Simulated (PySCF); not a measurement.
## Working out the ionisation energy of Au²⁺

Au²⁺ [Xe] 4f14 5d9 (2D) → Au³⁺ [Xe] 4f14 5d8 (3F). Calculation: PySCF 2.14, in def2-SVP with the def2 core potential (60 electrons) (6s3p2d1f, 32 functions); scalar relativity through the core potential. Frozen: 5s2 5p6. Energies in hartree (1 hartree = 27.21139 eV):

```tsv
part	Au²⁺ (lower)	Au³⁺ (upper)
UHF	-133.801993	-132.661248
MP2 opposite-spin	-0.098965	-0.068880
MP2 same-spin	-0.055203	-0.041083
```

Problem. What does Hartree-Fock give?

Solution. (-132.661248) − (-133.801993) = 1.140745 hartree = 31.041 eV.

Problem. What do MP2 and SCS-MP2 (6/5 opposite-spin, 1/3 same-spin) give?

Solution. The opposite-spin parts differ by 0.819 eV and the same-spin parts by 0.384 eV. MP2: 31.041 + (0.819) + (0.384) = 32.244 eV. SCS-MP2: 31.041 + 1.2 × (0.819) + (0.384)/3 = 32.152 eV.

Reference: 30 ± 1.6 eV (theoretical estimate listed by NIST; NIST Atomic Spectra Database, ionization energies), between the lowest levels; spin-orbit coupling is absent from the calculation.

A double-zeta basis recovers only part of the correlation energy.

What remains against the reference includes basis incompleteness, the frozen core and correlation beyond second order.
